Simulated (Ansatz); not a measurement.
CH11ClSi4, SMILES Cl[SiH2]C[SiH]([SiH3])[SiH3].

Geometry optimised at PBE0-D3(BJ)/def2-SVP. The structure was generated by enumeration, and PubChem lists no compound with its InChIKey, so it may never have been made. The values are those of a single conformer.

Two levels are set side by side: PBE/def2-SVPD (Ansatz, an electronic-structure program) and PBE0/def2-SVPD (Ansatz). Energy differences of separate SCF runs at the same geometry; the states with an electron removed or added have multiplicity 2 and 2. Differences are taken from unrounded values.

| quantity | PBE0 |
|---|---|
| vertical ionisation energy (eV) | 9.39 |
| vertical singlet–triplet gap (eV) | 5.54 |

Task: What does PBE give, and how far is it from PBE0? (Estimate from the structure and the level; the computed values follow.)

Result: 
```tsv
quantity	PBE	PBE minus PBE0
vertical ionisation energy (eV)	9.07	-0.33
vertical singlet–triplet gap (eV)	5.23	-0.30
```
